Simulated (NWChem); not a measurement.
Everything below was run with NWChem. System: CClF3, charge 1, spin multiplicity 2, at the geometry of a parent with another charge or spin, in a state set for the comparison that need not be this species' ground state. Its SCF solution wasn't tested for a lower state. Level: ROCCSD(T)/cc-pVDZ, 9 core orbitals frozen.

The NWChem input:

```
start mol
memory heap 100 mb stack 700 mb global 1900 mb
charge 1
geometry units angstroms nocenter noautoz
  F      0.854806     0.564727     1.078109
  C      0.355326    -0.024606     0.000000
  F      0.854806     0.564727    -1.078109
  F      0.725774    -1.298137     0.000000
  Cl    -1.414731     0.097987     0.000000
  symmetry group Cs
end
basis spherical
  * library cc-pvdz
end
scf
  rohf
  nopen 1
  maxiter 100
  thresh 1e-7
  semidirect memsize 60000000 filesize 0
  # guess.movecs holds the orbitals of an unrestricted PBE0 run
  vectors input guess.movecs swap 18 25 output mol.movecs
end
tce
  freeze core 9
  ccsd(t)
  2eorb
  2emet 13
  thresh 1e-6
  maxiter 100
  tilesize 24
end
task tce energy
```

Output (cleaned and shortened):

```
             Northwest Computational Chemistry Package (NWChem) 7.3.0
             --------------------------------------------------------

                                NWChem Input Module
                                -------------------

 Scaling coordinates for geometry "geometry" by  1.889725989
 (inverse scale =  0.529177249)

 Turning off AUTOSYM since
 SYMMETRY directive was detected!

                             Geometry "geometry" -> ""
                             -------------------------

 Output coordinates in angstroms (scale by  1.889725989 to convert to a.u.)

  No.       Tag          Charge          X              Y              Z
 ---- ---------------- ---------- -------------- -------------- --------------
    1 F                    9.0000     0.85480600     0.56472700     1.07810900
    2 C                    6.0000     0.35532600    -0.02460600     0.00000000
    3 F                    9.0000     0.85480600     0.56472700    -1.07810900
    4 F                    9.0000     0.72577400    -1.29813700     0.00000000
    5 Cl                  17.0000    -1.41473100     0.09798700     0.00000000

 Effective nuclear repulsion energy (a.u.)     249.7376027744

            Nuclear Dipole moment (a.u.)
            ----------------------------
        X                 Y               Z
 ---------------- ---------------- ----------------
     0.0000056692    -0.0000075589     0.0000000000

      Symmetry information
      --------------------

 Group name             Cs
 Group number              2
 Group order               2
 No. of unique centers     4

      Symmetry unique atoms

     1    2    4    5


 Summary of "ao basis" -> "" (spherical)
 ------------------------------------------------------------------------------
       Tag                 Description            Shells   Functions and Types
 ---------------- ------------------------------  ------  ---------------------
 *                          cc-pvdz                   on all atoms

 Summary of "ao basis" -> "ao basis" (spherical)
 ------------------------------------------------------------------------------
[...]
          Available GA space size is     249025848 doubles
          Available MA space size is     104853068 doubles

 Maximum block size supplied by input
 Maximum block size        24 doubles

 tile_dim =     19

 -------------------------------------------------
   1    alpha     a'    10 doubles       0       1
   2    alpha     a"     5 doubles      10       2
   3    alpha     a"     1 doubles      15       3
   4    beta      a'    10 doubles      16       4
   5    beta      a"     5 doubles      26       5
   6    alpha     a'    15 doubles      31       6
   7    alpha     a'    15 doubles      46       7
   8    alpha     a"    19 doubles      61       8
   9    beta      a'    15 doubles      80       9
  10    beta      a'    15 doubles      95      10
  11    beta      a"     1 doubles     110      11
  12    beta      a"    19 doubles     111      12

 Global array virtual files algorithm will be used

 Parallel file system coherency ......... OK

 4-electron integrals stored in orbital form

 v2    file size   =          2029822
 4-index algorithm nr.  13 is used
 imaxsize =       30
 imaxsize ichop =        0


CCSD iterations
 ---------------------------------------------------------
 Iter          Residuum       Correlation     Cpu    Wall
 ---------------------------------------------------------
    1   0.2283839726437  -0.8116382038704     0.7     0.7
    2   0.0629207836778  -0.8157031453918     0.7     0.7
    3   0.0637218021245  -0.8260612960881     0.8     0.8
    4   0.0784380437639  -0.8290038482288     1.0     1.0
    5   0.1208703405718  -0.8275419179999     1.0     1.0
    6   0.0041368175527  -0.8298014403865     1.0     1.0
    7   0.0053442586945  -0.8292731717377     1.0     1.0
    8   0.0039809611704  -0.8294829370606     1.0     1.0
    9   0.0070913114192  -0.8293557053939     1.0     1.0
   10   0.0080724108364  -0.8295908845495     1.0     1.0
   11   0.0003886043727  -0.8295746733091     1.0     1.0
   12   0.0004847439438  -0.8295228772600     1.0     1.0
   13   0.0004676137805  -0.8295363995473     1.0     1.0
   14   0.0008659436475  -0.8295264199551     1.0     1.0
   15   0.0012367846759  -0.8295379382408     1.0     1.0
   16   0.0000534249416  -0.8295322558549     1.0     1.0
   17   0.0000389486351  -0.8295312664517     1.0     1.0
   18   0.0000437635219  -0.8295329252104     1.0     1.0
   19   0.0000648388792  -0.8295332556802     1.1     1.1
   20   0.0001024226255  -0.8295335980974     1.0     1.0
   21   0.0000047050824  -0.8295346875042     1.0     1.0
   22   0.0000026127026  -0.8295342736633     1.0     1.0
   23   0.0000030983499  -0.8295343114803     1.0     1.0
   24   0.0000030003797  -0.8295342549302     1.1     1.1
   25   0.0000047559107  -0.8295342589967     1.0     1.0
   26   0.0000003998530  -0.8295342367748     1.0     1.0
 -----------------------------------------------------------------
 Iterations converged
 CCSD correlation energy / hartree =        -0.829534236774780
 CCSD total energy / hartree       =      -796.077442144465977

 Singles contributions

 Doubles contributions
 CCSD(T)
 Using plain CCSD(T) code
             total no. of tasks          366
 total no. of tasks / no. procs          366
                         wl_min          125           2.2
                         wl_max      5415000          13.3
        thresh for no. of tasks          366

 CCSD[T]  correction energy / hartree =        -0.022255092647288
 CCSD[T] correlation energy / hartree =        -0.851789329422068
 CCSD[T] total energy / hartree       =      -796.099697237113219
 CCSD(T)  correction energy / hartree =        -0.019577367932925
 CCSD(T) correlation energy / hartree =        -0.849111604707705
 CCSD(T) total energy / hartree       =      -796.097019512398901

 Task  times  cpu:      100.7s     wall:      100.7s

 Total times  cpu:      100.7s     wall:      100.7s
```
